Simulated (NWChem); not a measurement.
C4H5N; SMILES C(=C\C)/C#N

Program: NWChem. Pople sets run with spherical d functions. Coordinates come from a PBE0/def2-SVP optimisation. Level: PBE0/6-31G* with COSMO at NWChem's default radii, gas-phase geometry; the question gives the dielectric constant.

Problem. What does the run give for dielectric constant 11.7? Quantities: electrostatic solvation energy (kcal/mol); dipole in solution (D).

Solution. 
```
Item                                       Value
-----------------------------------------  -----
electrostatic solvation energy (kcal/mol)   -6.1
dipole in solution (D)                      5.98
```
